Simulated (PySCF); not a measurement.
## Ionisation energy of Ce⁵²⁺ by level of theory

Ce⁵²⁺ [He] 2s2 2p2 [2p1/2^2, M_J = 0] → Ce⁵³⁺ [He] 2s2 2p1 [2p1/2^1, M_J = 1/2], as a difference of total energies. All numbers are calculated (PySCF 2.14, the two-component X2C-1e Hamiltonian, in an uncontracted even-tempered set (17 s from 32 bohr⁻², ratio 2.4; 12 p from 42 bohr⁻², ratio 2.4; 5 d from 140 bohr⁻², ratio 2.6; 4 f from 210 bohr⁻², ratio 2.6)). Correlated levels: nothing frozen; the 26 highest virtual spinors dropped. "Screened" scales the spin-orbit matrix elements by Boettger's factors to mimic the two-electron term; Breit and QED terms are absent.

```tsv
method	ionisation energy (eV)	difference from reference (eV)
GHF (spin-free)	10245.9	-296.1
GMP2 (spin-free)	10245.7	-296.3
GHF (screened spin-orbit)	10554.6	+12.6
GMP2 (screened spin-orbit)	10556.9	+14.9
```

Reference: 10542 ± 4 eV (theoretical estimate listed by NIST; NIST Atomic Spectra Database, ionization energies).

For this ion Breit and QED terms and the two-electron picture change, all absent here, outweigh the correlation shift from GHF to GMP2.

The spin-free rows relax to the high-spin LS determinant and lack the spin-orbit shift.

The labels give the starting determinants; with spin-orbit coupling the two ends relaxed to ⟨J²⟩ = 0.00, ⟨L²⟩ = 1.33, ⟨S²⟩ = 1.33 and ⟨J²⟩ = 0.75, ⟨L²⟩ = 2.00, ⟨S²⟩ = 0.75.
